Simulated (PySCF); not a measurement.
CH6GeO.
InChI=1S/CH6GeO/c1-3-2/h1-2H3

Computed, not measured: TDDFT wB97X-D/def2-SVPD, vertical, gas phase, core orbitals frozen in the response in PySCF 2.14.0, density-fitted response routines. Geometry: PBE0-D3(BJ)/def2-SVP; no solvent, vibrations or thermal averaging. The wB97X-D/def2-SVPD calculation is non-relativistic and has no spin–orbit coupling, an omission that weighs most on germanium.

```
state  E (eV)  E (hartree)       f  main configurations (H = HOMO, L = LUMO)
   S1    6.72       0.2471  0.0000                    H→L (79%), H→L+1 (15%)
   S2    7.55       0.2773   0.057                    H→L+1 (80%), H→L (12%)
   S3    7.66       0.2815   0.032                H-1→L (71%), H-1→L+1 (20%)
   S4    8.13       0.2988  0.0050                  H→L+2 (78%), H→L+3 (17%)
   S5    8.40       0.3086   0.047    H-1→L+1 (62%), H→L+4 (16%), H-1→L (9%)
   S6    8.57       0.3151  0.0001     H→L+3 (61%), H-3→L (12%), H→L+2 (12%)
   S7    8.63       0.3170  0.0054                  H-2→L (52%), H→L+4 (35%)
   S8    8.76       0.3221   0.012      H-3→L (63%), H→L+3 (14%), H→L+5 (8%)
   S9    8.87       0.3259   0.156   H→L+4 (39%), H-2→L (22%), H-2→L+1 (10%)
  S10    9.03       0.3317  0.0021              H-1→L+2 (78%), H-2→L+1 (11%)
```

Triplets, Tamm–Dancoff:

```tsv
state	E (eV)	λ (nm)	main configurations (H = HOMO, L = LUMO)
T1	6.41	193.4	H→L (82%)
T2	7.23	171.6	H-1→L (81%)
T3	7.34	169.0	H→L+1 (83%)
T4	7.97	155.5	H→L+2 (80%), H→L+3 (8%)
```

The lowest singlet comes at 184 nm (649 kJ/mol) in the vacuum ultraviolet; it is dark (f under 0.0005); its leading configuration is HOMO→LUMO (79%). The strongest level in the table is S9 at 8.87 eV (140 nm, f = 0.156). Löwdin shares by element: HOMO oxygen 59%, carbon 13%, germanium 8%, hydrogen 6% or more; LUMO (one of a set within 0.03 eV) germanium 43%, hydrogen 24% or more, oxygen 13% (atoms not listed hold the other 20%). Of the 10 states listed, 5 reach f = 0.01 and 2 stay under 0.0005. Weighted by f, the mean energy of these states is 8.42 eV. The oscillator strengths of these states sum to 0.317; summed over the whole spectrum of an exact calculation they would give the number of electrons, 52 (Thomas–Reiche–Kuhn). All these states lie below the vertical ionisation energy of 10.12 eV (ΔSCF). The window holds the lowest 10 singlets.
